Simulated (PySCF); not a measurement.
Ligand exchange on a metal centre used in film growth or etching (Zn OH-CH3). Gas-phase values, no solvent. One relaxed conformer stands for each flexible species; it need not be the lowest.

The HOMO from two functionals at the same geometries (PBE-D3(BJ)/def2-SVP), both in PySCF: PBE-D3(BJ)/def2-TZVP and TPSSh-D3(BJ)/def2-TZVP. 

```json
[
 {"species": "0 of 2 OH replaced by CH3", "TPSSh-D3(BJ)/def2-TZVP (eV)": "-7.47"},
 {"species": "1 of 2 OH replaced by CH3 ([Zn(OH)(CH3)])", "TPSSh-D3(BJ)/def2-TZVP (eV)": "-7.07"},
 {"species": "2 of 2 OH replaced by CH3 ([Zn(CH3)2])", "TPSSh-D3(BJ)/def2-TZVP (eV)": "-6.51"}
]
```

**Question.** What does PBE-D3(BJ)/def2-TZVP give for each?

**Answer.** 
- 0 of 2 OH replaced by CH3: -6.76
- 1 of 2 OH replaced by CH3 ([Zn(OH)(CH3)]): -6.36
- 2 of 2 OH replaced by CH3 ([Zn(CH3)2]): -6.04
Over these rows, drawn at random from the members with no instability flagged (it was tested for open shells, ions and some series alone), PBE minus TPSSh-D3(BJ): mean +0.63 eV, from +0.48 eV to +0.71 eV.
